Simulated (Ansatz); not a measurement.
Two structures of SiH$_{6}$O$_{4}$, singlet, reached by relaxing down either side of one saddle point (PBE0-D4/def2-TZVP). Energies are electronic, without zero-point energy. Program: Ansatz 0.2.0. Basis: def2-TZVPP and def2-QZVPP. Cores are frozen in the correlated methods. Extrapolation: Hartree–Fock as exp(−7.88 √X), correlation as X^−2.97. First:

```
atom    x (Å)    y (Å)    z (Å)
 Si1  -0.6049  -0.1209   0.2222
  O2   0.6155   0.2838   1.2287
  O3  -0.2510  -1.2548  -0.8943
  O4  -1.7848  -0.7470   1.1573
  O5  -0.9910   1.2351  -0.5963
  H6   2.5223   0.5400  -0.6881
  H7   2.8674   0.5608  -1.3510
  H8   0.7723  -0.3042   1.9690
  H9   0.2502  -0.9632  -1.6573
 H10  -2.4420  -1.2876   0.7170
 H11  -0.9540   2.0583  -0.1075
```

Second:

```json
{"atom": "Si1", "x (Å)": "0.0835", "y (Å)": "-0.5467", "z (Å)": "-0.9934"}
{"atom": "O2", "x (Å)": "0.3816", "y (Å)": "1.4061", "z (Å)": "1.8358"}
{"atom": "O3", "x (Å)": "-1.2424", "y (Å)": "-0.7685", "z (Å)": "-1.9217"}
{"atom": "O4", "x (Å)": "-0.1868", "y (Å)": "-1.0312", "z (Å)": "0.5745"}
{"atom": "O5", "x (Å)": "0.5223", "y (Å)": "1.0064", "z (Å)": "-0.8899"}
{"atom": "H6", "x (Å)": "1.1687", "y (Å)": "1.4561", "z (Å)": "2.3822"}
{"atom": "H7", "x (Å)": "1.1147", "y (Å)": "-1.3984", "z (Å)": "-1.6122"}
{"atom": "H8", "x (Å)": "0.1380", "y (Å)": "0.4683", "z (Å)": "1.7969"}
{"atom": "H9", "x (Å)": "-1.9258", "y (Å)": "-0.0971", "z (Å)": "-1.8769"}
{"atom": "H10", "x (Å)": "-0.6132", "y (Å)": "-1.8808", "z (Å)": "0.6964"}
{"atom": "H11", "x (Å)": "0.5596", "y (Å)": "1.3858", "z (Å)": "0.0083"}
```

**Question.** Which bonds change from the first to the second?

**Answer.** SiH₄O₄ ([OH][Si]([OH])([OH])[OH]) + H₂ → SiH₄O₃ ([OH][SiH]([OH])[OH]) + H₂O; bonds formed: Si1–H7, O2–H6; bonds broken: Si1–O2, H6–H7.

**Question.** Give the saddle point's structure and its height above each. (An estimate is asked for; the value comes from the calculation.)

**Answer.** By the calculation: 2.499 eV above the first and 1.827 eV above the second (CCSD(T) at an estimated basis limit (MP2 extrapolated from triple and quadruple zeta, plus CCSD(T) − MP2 in triple zeta)).
```tsv
atom	x (Å)	y (Å)	z (Å)
Si1	-0.2817	0.0419	-0.0486
O2	0.9611	0.1909	1.2783
O3	-0.2606	-1.2477	-1.0741
O4	-1.3816	-0.5263	1.0453
O5	-0.9165	1.4799	-0.4948
H6	1.5893	0.3128	0.3911
H7	1.3165	0.5205	-0.7611
H8	1.0531	-0.5700	1.8673
H9	0.3529	-1.1543	-1.8047
H10	-2.0873	-1.0486	0.6626
H11	-0.3451	2.0008	-1.0611
```

No T1 diagnostic of these runs exceeds 0.012.

Labels in which every atom is bracketed show which atoms are joined, not bond orders.

For scale, one of the runs: CCSD(T)/def2-TZVPP, 250 basis functions, launched by `ansatz run in.yaml --threads 8 --pin off --events-out ev --progress --plain --max-ram 19148MiB`. Hardware: 8 CPU threads of an Arm Neoverse V1, shared host. Wall time 100 s; peak host memory 5.7 GiB.
